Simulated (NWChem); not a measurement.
System: CH6Hf; SMILES [CH3][HfH3]

```xyz
8

Hf     0.0000     0.0000     0.2269
C      0.0000     0.0000    -1.9467
H      0.0000     1.0421    -2.3434
H     -0.9025    -0.5211    -2.3434
H      0.9025    -0.5211    -2.3434
H     -0.0040     1.7751     0.7921
H     -1.5353    -0.8910     0.7921
H      1.5393    -0.8841     0.7921
```
Atoms are numbered in this order, from 1.

All runs: NWChem. Geometry: optimised at PBE-D3(BJ)/def2-SVP. def2 effective core potentials on Hf; no spin-orbit coupling. Total energies compare along this basis series because the functional is fixed.

```json
[
 {"level": "PBE/def2-SVP", "basis functions": "76", "energy (Ha)": "-89.5623", "highest occupied level (eV)": "-6.72", "orbital gap (eV)": "4.17", "dipole (D)": "1.23", "relative time": "1"},
 {"level": "PBE/def2-SVPD", "basis functions": "103", "energy (Ha)": "-89.5673", "highest occupied level (eV)": "-6.76", "orbital gap (eV)": "4.18", "dipole (D)": "1.07", "relative time": "2"},
 {"level": "PBE/def2-TZVP", "basis functions": "107", "energy (Ha)": "-89.6240", "highest occupied level (eV)": "-6.78", "orbital gap (eV)": "4.22", "dipole (D)": "1.03", "relative time": "2"},
 {"level": "PBE/def2-TZVPD", "basis functions": "134", "energy (Ha)": "-89.6245", "highest occupied level (eV)": "-6.79", "orbital gap (eV)": "4.21", "dipole (D)": "1.06", "relative time": "3"},
 {"level": "PBE/def2-TZVPP", "basis functions": "171", "energy (Ha)": "-89.6262", "highest occupied level (eV)": "-6.78", "orbital gap (eV)": "4.21", "dipole (D)": "1.05", "relative time": "4"}
]
```

The last column is a rough cost ratio, cheapest run = 1.
